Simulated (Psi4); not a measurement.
H3B, charge +1, doublet, at a GFN2-xTB geometry (a state made from the parent by changing its charge; the spin is typed, not shown lowest), atoms displaced at random by about 0.03 Å a coordinate; PBE/cc-pVDZ, gradient in Psi4.

Here is a job for Psi4.
```
memory 2 GB

molecule {
1 2
B     0.04085326    0.05268714   -0.05001954
H    -1.18369782   -0.16037552   -0.10147639
H     0.16874078   -0.61153481    0.93751566
H     0.81314104    0.60568319   -0.66142693
symmetry c1
no_reorient
no_com
}

set {
  basis cc-pvdz
  reference uks
}

gradient('pbe')
print_variables()
```

Output, abridged:

```
gradient() will perform analytic gradient computation.

   => Loading Basis Set <=

    Name: CC-PVDZ
    Role: ORBITAL
    Keyword: BASIS

         ---------------------------------------------------------
                                   SCF
               by Justin Turney, Rob Parrish, Andy Simmonett
                          and Daniel G. A. Smith
                              UKS Reference
         ---------------------------------------------------------

  ==> Geometry <==

    Molecular point group: c1
    Full point group: C1

    Geometry (in Angstrom), charge = 1, multiplicity = 2:

       Center              X                  Y                   Z               Mass
    ------------   -----------------  -----------------  -----------------  -----------------
         B            0.040853260000     0.052687140000    -0.050019540000    11.009305360000
         H           -1.183697820000    -0.160375520000    -0.101476390000     1.007825032230
         H            0.168740780000    -0.611534810000     0.937515660000     1.007825032230
         H            0.813141040000     0.605683190000    -0.661426930000     1.007825032230

  Running in c1 symmetry.

  Rotational constants: A =     10.80365  B =      6.16649  C =      3.92724 [cm^-1]
  Rotational constants: A = 323885.26912  B = 184866.63452  C = 117735.77358 [MHz]
  Nuclear repulsion =    7.469703859087080

  Charge       = 1
  Multiplicity = 2
  Electrons    = 7
  Nalpha       = 4
  Nbeta        = 3

  ==> Algorithm <==

  SCF Algorithm Type is DF.
  DIIS enabled.
  MOM disabled.
  Fractional occupation disabled.
  Guess Type is SAD.
  Energy threshold   = 1.00e-08
  Density threshold  = 1.00e-08
  Integral threshold = 1.00e-12

  ==> Primary Basis <==

  Basis Set: CC-PVDZ
    Blend: CC-PVDZ
    Number of shells: 15
    Number of basis functions: 29
    Number of Cartesian functions: 30
    Spherical Harmonics?: true
    Max angular momentum: 2

  ==> DFT Potential <==

   => LibXC <=

    Version 7.1.2
    S. Lehtola, C. Steigemann, M. J. T. Oliveira, and M. A. L. Marques,  SoftwareX 7, 1–5 (2018) (10.1016/j.softx.2017.11.002)

   => Composite Functional: PBE <=

    PBE GGA Exchange-Correlation Functional

    J.P. Perdew et. al., Phys. Rev. Lett., 77(18), 3865-3868, 1996

    Deriv               =              1
    GGA                 =           TRUE
    Meta                =          FALSE

    Exchange Hybrid     =          FALSE
    MP2 Hybrid          =          FALSE

   => Exchange Functionals <=

    1.0000     XC_GGA_X_PBE

   => Correlation Functionals <=

    1.0000     XC_GGA_C_PBE

   => LibXC Density Thresholds  <==

    XC_GGA_C_PBE:  1.00E-12
    XC_GGA_X_PBE:  1.00E-15

   => Molecular Quadrature <=

    Radial Scheme          =       TREUTLER
    Pruning Scheme         =           NONE
    Nuclear Scheme         =       TREUTLER

    Blocking Scheme        =         OCTREE
    BS radius alpha        =              1
    Pruning alpha          =              1
    Radial Points          =             75
    Spherical Points       =            302
    Total Points           =          87710
    Total Blocks           =            706
    Max Points             =            256
    Max Functions          =             29
    Weights Tolerance      =       1.00E-15

   => Loading Basis Set <=

    Name: (CC-PVDZ AUX)
    Role: JKFIT
    Keyword: DF_BASIS_SCF

  ==> Integral Setup <==

  SCF_SUBTYPE=INCORE selected. In-core MEM_DF algorithm will be used.
  Using in-core AOs.

  ==> MemDFJK: Density-Fitted J/K Matrices <==

    J tasked:                   Yes
    K tasked:                    No
    wK tasked:                   No
    Algorithm:                 Core
    Schwarz Cutoff:           1E-12
    Mask sparsity (%):       0.0000
    Fitting Condition:        1E-10

   => Auxiliary Basis Set <=

  Basis Set: (CC-PVDZ AUX)
    Blend: CC-PVDZ-JKFIT
    Number of shells: 51
    Number of basis functions: 139
[...]
  @DF-UKS Final Energy:   -26.09353484361769
    Total Energy =                        -26.0935348436176859
[...]
 Magnitude           :                                                    0.4133601

 ------------------------------------------------------------------------------------

         ------------------------------------------------------------
                                   SCF GRAD
                          Rob Parrish, Justin Turney,
                       Andy Simmonett, and Alex Sokolov
         ------------------------------------------------------------

  ==> Geometry <==

    Molecular point group: c1
    Full point group: C1

    Geometry (in Angstrom), charge = 1, multiplicity = 2:

       Center              X                  Y                   Z               Mass
    ------------   -----------------  -----------------  -----------------  -----------------
         B            0.040853260000     0.052687140000    -0.050019540000    11.009305360000
         H           -1.183697820000    -0.160375520000    -0.101476390000     1.007825032230
         H            0.168740780000    -0.611534810000     0.937515660000     1.007825032230
         H            0.813141040000     0.605683190000    -0.661426930000     1.007825032230

  Nuclear repulsion =    7.469703859087080

  ==> Basis Set <==

  Basis Set: CC-PVDZ
    Blend: CC-PVDZ
    Number of shells: 15
    Number of basis functions: 29
    Number of Cartesian functions: 30
    Spherical Harmonics?: true
    Max angular momentum: 2

  ==> DFJKGrad: Density-Fitted SCF Gradients <==

    Gradient:                    1
    J tasked:                  Yes
    K tasked:                   No
    wK tasked:                  No
    Integrals threads:           1
    Schwarz Cutoff:          1E-12
    Fitting Condition:       1E-10

   => Auxiliary Basis Set <=

  Basis Set: (CC-PVDZ AUX)
    Blend: CC-PVDZ-JKFIT
    Number of shells: 51
    Number of basis functions: 139
    Number of Cartesian functions: 156
    Spherical Harmonics?: true
    Max angular momentum: 3

  ==> DFT Potential <==

   => LibXC <=

    Version 7.1.2
    S. Lehtola, C. Steigemann, M. J. T. Oliveira, and M. A. L. Marques,  SoftwareX 7, 1–5 (2018) (10.1016/j.softx.2017.11.002)

   => Composite Functional: PBE <=

    PBE GGA Exchange-Correlation Functional

    J.P. Perdew et. al., Phys. Rev. Lett., 77(18), 3865-3868, 1996

    Deriv               =              1
    GGA                 =           TRUE
    Meta                =          FALSE

    Exchange Hybrid     =          FALSE
    MP2 Hybrid          =          FALSE

   => Exchange Functionals <=

    1.0000     XC_GGA_X_PBE

   => Correlation Functionals <=

    1.0000     XC_GGA_C_PBE

   => LibXC Density Thresholds  <==

    XC_GGA_C_PBE:  1.00E-12
    XC_GGA_X_PBE:  1.00E-15

   => Molecular Quadrature <=

    Radial Scheme          =       TREUTLER
    Pruning Scheme         =           NONE
    Nuclear Scheme         =       TREUTLER

    Blocking Scheme        =         OCTREE
    BS radius alpha        =              1
    Pruning alpha          =              1
    Radial Points          =             75
    Spherical Points       =            302
    Total Points           =          87710
    Total Blocks           =            706
    Max Points             =            256
    Max Functions          =             29
    Weights Tolerance      =       1.00E-15

  -Total Gradient:
     Atom            X                  Y                   Z
    ------   -----------------  -----------------  -----------------
       1       -0.009022673101    -0.020789957738     0.028641771052
       2        0.021571468098     0.012650161288    -0.012702894239
       3        0.012782421318     0.027758481375    -0.036856398965
       4       -0.025329738205    -0.019618100499     0.020918454388

  Variable Map:
  ----------------------------------------------------------------------------
[...]
  Array Variable Map:
  ----------------------------------------------------------------------------
[...]
[...]
```
